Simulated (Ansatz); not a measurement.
Total energies of the cluster Si₂F₃⁻ from Ansatz at PBE-D4/def2-TZVPD, gas phase (1 Eh = 27.2114 eV = 2625.5 kJ/mol). The reference geometry is relaxed at PBE-D4/def2-SVPD.

```xyz
5

Si    0.397    0.142    0.428
Si   -0.520    0.363   -1.626
F     0.197   -0.775    1.850
F    -1.794   -0.831   -1.550
F     1.721    1.101    0.897
```

| state | geometry | energy (Eh) |
| --- | --- | --- |
| charge -1 singlet | reference | -878.28025 |
| charge 0 doublet | reference | -878.19969 |
| charge -1 triplet | relaxed at PBE-D4/def2-SVPD | -878.27226 |
| charge -1 quintet | relaxed at PBE-D4/def2-SVPD | -878.17612 |

Work out the vertical ionisation energy to the doublet.

E(charge 0 doublet) − E(charge -1 singlet) = -878.19969 − (-878.28025) = 0.08056 Eh = 2.19 eV. For comparison, −ε of the highest occupied level is -0.50 eV at this level, 2.69 eV less.

Which of the charge -1 states is lowest, and how far above it are the others?

The singlet. triplet: -878.27226 − (-878.28025) = 0.00799 Eh = 21.0 kJ/mol; quintet: -878.17612 − (-878.28025) = 0.10413 Eh = 273.4 kJ/mol.

At PBE-D4/def2-TZVPD the highest occupied level of the charge -1 singlet lies above zero (up to 0.50 eV). By energy differences its removal costs 2.19 eV (vertical, to the charge 0 doublet, at PBE-D4/def2-TZVPD); a positive level beside a positive removal energy at the same level points to self-interaction error. At PBE-D4/def2-TZVPD the highest occupied level of the charge -1 triplet lies above zero (up to 0.50 eV). It is a level of α spin, whose loss leaves a doublet; that state wasn't run at this geometry and level. The electron is either unbound and held by the finite basis, or the level is raised by self-interaction error. At PBE-D4/def2-TZVPD the highest occupied level of the charge -1 quintet lies above zero (up to 0.79 eV). It is a level of α spin, whose loss leaves a quartet; that state wasn't run at this geometry and level. The electron is either unbound and held by the finite basis, or the level is raised by self-interaction error. 

The structure comes from a short search, and lower isomers may exist.
